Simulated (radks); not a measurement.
All-electron atom: B4+ in 1s1.

All-electron calculation, scalar-relativistic Kohn-Sham, PBE, spin-polarised, spherical densities, point nucleus; open shells are filled with parallel spins first. Program: a radial shooting solver on a logarithmic mesh with Libxc functionals.

Energy parts (eV):
| part | energy |
|---|---|
| total | -339.555 |
| kinetic | 339.612 |
| electron-nucleus | -679.847 |
| Hartree | 42.369 |
| exchange-correlation | -41.689 |

Orbitals (lengths in bohr, moments of r in powers of bohr; <r^-3> diverges for s and p1/2):
| orbital | occ. | eigenvalue (eV) | <r> | <r^-3> | <r^4> | <r^2> |
|---|---|---|---|---|---|---|
| 1s up | 1 | -308.6771 | 0.3016 | - | 0.03762 | 0.1218 |

The highest occupied level is 1s up at -308.68 eV. For comparison, the ionisation energy in NIST's Atomic Spectra Database is 340.23 eV (theoretical). In exact Kohn-Sham theory the highest level is minus the ionisation energy, but local and semilocal functionals leave it too shallow, through self-interaction and a potential that decays too fast; potentials with the right tail come closer. The density falls to 0.001 e/bohr^3 at r = 1.07 bohr.
